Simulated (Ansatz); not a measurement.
A nudged elastic band was laid between two geometries of CH7AlBNO (12 atoms, charge 0, multiplicity 1).

These are results of RKS PBE-D4/def2-SVP (Ansatz 0.2.0), not measurements.

```yaml
movable_images: 3
climbing_image: yes
spring: 5.0 eV/Å²
optimiser: quadratic models (default)
start_path: through a guess of the saddle point
force_threshold: 0.05 eV/Å
iteration_limit: 60
end_points: relaxed
```

First end point:

```xyz
12
Properties=species:S:1:pos:R:3
B -2.033 -0.352 0.198
N -1.113 -1.244 -0.335
Al 0.180 -0.792 0.905
O 1.437 0.293 0.476
C 1.745 1.118 -0.611
H -1.586 0.227 1.231
H -3.150 -0.054 -0.171
H -1.288 -1.801 -1.171
H 0.344 -1.543 2.285
H 1.009 1.043 -1.447
H 2.747 0.863 -1.027
H 1.785 2.188 -0.300
```

Last end point:

```xyz
12
Properties=species:S:1:pos:R:3
B -2.041 -0.253 0.315
N -1.212 -1.150 -0.344
Al 0.184 -0.861 0.832
O 1.473 0.180 0.394
C 1.776 1.060 -0.650
H -1.495 0.218 1.355
H -3.160 0.134 0.048
H -1.472 -1.630 -1.205
H 0.392 -1.718 2.142
H 2.702 0.739 -1.180
H 1.963 2.088 -0.260
H 0.966 1.137 -1.414
```

Problem. What changes between the two ends?

Solution. No bond is made or broken. The dihedral Al3–O4–C5–H12 goes from 118 to 1°.

Problem. What energy profile does the band end with?

Solution. The forces met the threshold. The highest image is number 2 of 0 to 4, 0.036 eV above the ends, which have the same energy within 2 meV. The dihedral Al3–O4–C5–H12 jumps by 161° between images 3 and 4, so the path isn't resolved there. The order of the stationary point at the top wasn't checked. So few images can step over the top or miss a turn of the path.

```
image  path coordinate (Å)  energy (eV)  dihedral Al3–O4–C5–H12 (°)
    0                 0.00        0.000                         118
    1                 2.51        0.029                         -24
    2                 5.02        0.036                          66
    3                 7.57        0.028                         163
    4                10.11        0.000                           1
```

Problem. What is the geometry of the highest image?

Solution. 
```xyz
12
Properties=species:S:1:pos:R:3
B -2.319 -0.517 0.211
N -1.442 -1.432 -0.352
Al 0.009 -0.659 0.468
O 0.933 0.402 -0.512
C 2.081 1.197 -0.434
H -1.736 0.250 1.033
H -3.508 -0.345 0.037
H -1.703 -2.125 -1.053
H 0.506 -1.130 1.901
H 2.044 1.928 0.408
H 2.203 1.784 -1.372
H 3.009 0.592 -0.301
```

The band took 28 iterations and roughly 6 core-minutes.

Run time: 2.9 min on 2 threads of Arm Neoverse V1, with other jobs on the host, peak memory 0.14 GiB.
